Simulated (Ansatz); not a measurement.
C₂H₄O₂, triplet, at a GFN2-xTB geometry (a higher spin typed on purpose: for a closed-shell molecule this is an excited state); HF/def2-SVP (Ansatz, a first-principles code).

The Ansatz input:
Ansatz 0.2 input:
```yaml
crystal:
  periodic: [false, false, false]
  atoms:
    - {symbol: C, position_ang: [-1.29370611, -0.45495980, 0.07134256]}
    - {symbol: C, position_ang: [0.08819231, 0.33727888, 0.11862454]}
    - {symbol: O, position_ang: [0.99930282, -0.36540853, 0.85431055]}
    - {symbol: O, position_ang: [0.29821376, 0.79544544, -1.06284776]}
    - {symbol: H, position_ang: [-2.03228451, 0.19607021, -0.38031375]}
    - {symbol: H, position_ang: [-1.19809768, -1.37897758, -0.49959502]}
    - {symbol: H, position_ang: [-1.51107589, -0.65825986, 1.11601260]}
    - {symbol: H, position_ang: [1.59440817, -0.89304257, 0.29239111]}
basis:
  gaussian:
    orbitals: def2-SVP
hamiltonian:
  xc: hf
magnetization: {spin_polarized: true, initial_magnetization: 2}
```

Question: What does Ansatz print? Leave out banner, timings and long lists.

Answer: 
```
Functional definition: HF
760 factors; integrals over basis functions are off by at most 1.4e-3 eV
mean field evaluation 1: about -6186.4406 eV, gradient 2.4e1 eV
mean field evaluation 2: about -6186.5431 eV, gradient 2.4e1 eV
mean field evaluation 4: about -6190.0465 eV, gradient 4.3e0 eV
mean field evaluation 8: about -6190.6673 eV, gradient 5.2e-1 eV
mean field evaluation 16: about -6190.6839 eV, gradient 4.4e-5 eV
mean field evaluation 32: about -6189.6398 eV, gradient 2.9e-1 eV
mean field evaluation 64: about -6189.3299 eV, gradient 4.1e0 eV
mean field -6190.68393605 eV, -227.5034384537 hartree, gradient 4.4e-5 eV, S^2 2.012596; 0 other end points of the search recorded, 0 dependent functions left out
reference -6190.68393605 eV, -227.5034384537 hartree; 17, 15 occupied and 59, 61 virtual orbitals, 760 factors
Total energy: -6190.68393605 eV, -227.5034384537 hartree
```
